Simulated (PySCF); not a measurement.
Compound: C7H12BNO.
SMILES: `[BH3-][n+]1ccccc1COC`

Torsions of this conformer, `[BH3-:1][n+:2]1[cH:3][cH:4][cH:5][cH:6][c:7]1[CH2:8][O:9][CH3:10]`: C6–C7–C8–O9 84°, C7–C8–O9–C10 166°.

The closed-shell ground state was solved at several levels (PySCF, density fitting, gas phase, non-relativistic). Geometry: PBE0-D3(BJ)/def2-SVP, one conformer, isolated molecule.

```
              level  basis functions  HOMO (eV)  LUMO (eV)  gap (eV)  dipole (D)
      PBE0/pcSseg-1              230      -7.26      -1.92      5.34        5.56
CAM-B3LYP/def2-SVPD              299      -8.65      -0.87      7.78        5.61
```

Task: What might wB97X-D/pcSseg-1 (230 basis functions) give for the same quantities?

Result: HOMO -9.12 eV, LUMO -0.22 eV, gap 8.90 eV, dipole 5.71 D.

Task: Over all these levels, which gives the widest orbital gap and which the narrowest?

Result: wB97X-D/pcSseg-1 (range-separated hybrid) has the widest, 8.90 eV, and PBE0/pcSseg-1 (global hybrid, 25 % exact exchange) the narrowest, 5.34 eV. The two share the basis. From the narrowest to the widest the HOMO moves by -1.86 eV and the LUMO by +1.70 eV.

Task: How far do the dipole and the HOMO energy spread over the levels?

Result: The dipole runs from 5.56 to 5.71 D (mean 5.63 D) and the HOMO from -9.12 to -7.26 eV.
